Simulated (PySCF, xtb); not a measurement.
C4H5B: which of two isomers lies lower

Structure a: `B/C=C\C#C`, a singlet. Structure b: `BC(=C)C#C`, a singlet. Both are isolated molecules in the gas phase, relaxed with B3LYP-D3(BJ)/def2-SVP; the shapes shown needn't be the lowest conformers.

a (Å):

```json
{"atom": "C", "x (Å)": "-0.1145", "y (Å)": "-2.1649", "z (Å)": "0.9472"}
{"atom": "C", "x (Å)": "0.5350", "y (Å)": "-2.8031", "z (Å)": "1.9617"}
{"atom": "C", "x (Å)": "1.9417", "y (Å)": "-2.9425", "z (Å)": "2.1108"}
{"atom": "C", "x (Å)": "3.1317", "y (Å)": "-3.0992", "z (Å)": "2.3006"}
{"atom": "B", "x (Å)": "0.5855", "y (Å)": "-1.4703", "z (Å)": "-0.2377"}
{"atom": "H", "x (Å)": "-0.0654", "y (Å)": "-0.9277", "z (Å)": "-1.0974"}
{"atom": "H", "x (Å)": "1.7883", "y (Å)": "-1.4645", "z (Å)": "-0.3130"}
{"atom": "H", "x (Å)": "-1.2083", "y (Å)": "-2.1710", "z (Å)": "1.0197"}
{"atom": "H", "x (Å)": "-0.0500", "y (Å)": "-3.2710", "z (Å)": "2.7661"}
{"atom": "H", "x (Å)": "4.1876", "y (Å)": "-3.2263", "z (Å)": "2.4494"}
```

b (Å):

```tsv
atom	x (Å)	y (Å)	z (Å)
C	0.9729	-2.2683	1.3935
C	0.4812	-2.7592	2.5623
C	1.4298	-3.1529	0.3613
C	1.8251	-3.8724	-0.5335
B	1.0313	-0.7276	1.1954
H	1.4578	-0.2421	0.1799
H	0.6369	-0.0185	2.0884
H	0.1352	-2.0773	3.3434
H	0.4134	-3.8333	2.7641
H	2.1741	-4.5101	-1.3233
```

Task: Estimate which is lower in electronic energy at CCSD(T)/def2-SVP + ΔMP2/def2-TZVPP, and by roughly how much.

Result: CCSD(T)/def2-SVP + ΔMP2/def2-TZVPP gives E(b) − E(a) = −0.029 eV, slightly favouring structure b, which is too small a margin to settle the true order.

How the difference moves with the method:

| level | geometry | E(b) − E(a) (eV) | departure from the last row (eV) | job, with rough time for the two |
| --- | --- | --- | --- | --- |
| GFN2-xTB | GFN2-xTB | +0.060 | +0.090 | optimisation, 1 s |
| HF/STO-3G | GFN2-xTB | −0.011 | +0.019 | single point, 5.3 s |
| r2SCAN-D4/def2-SVP | GFN2-xTB | +0.065 | +0.094 | single point, 50 s |
| B3LYP-D3(BJ)/def2-SVP | B3LYP-D3(BJ)/def2-SVP | +0.036 | +0.066 | optimisation, 6 min |
| HF/def2-SVP | B3LYP-D3(BJ)/def2-SVP | −0.052 | −0.022 | part of the CCSD(T) run |
| MP2/def2-SVP | B3LYP-D3(BJ)/def2-SVP | −0.011 | +0.018 | part of the CCSD(T) run |
| CCSD(T)/def2-SVP | B3LYP-D3(BJ)/def2-SVP | −0.022 | +0.007 | single point |
| CCSD(T)/def2-SVP + ΔMP2/def2-TZVPP | B3LYP-D3(BJ)/def2-SVP | −0.029 |  | single point, 3.2 min |

As drawn, both hold the same kinds of bond in the same numbers.

The largest departure from CCSD(T)/def2-SVP + ΔMP2/def2-TZVPP is that of r2SCAN-D4/def2-SVP, 0.094 eV. The last row adds to CCSD(T) the change of the MP2 difference between the two basis sets, here −0.007 eV.

With harmonic frequencies from B3LYP-D3(BJ)/def2-SVP (ideal gas, rigid rotor, one conformer each, 298.15 K, 1 atm): the zero-point term adds −0.005 eV; ΔH is −0.034 and ΔG −0.033 eV.

The correlated steps freeze 5 core orbitals. Run with PySCF 2.14.0, xtb 6.7.1; the last row on 2 threads of AMD EPYC (Zen 3) on a shared host.
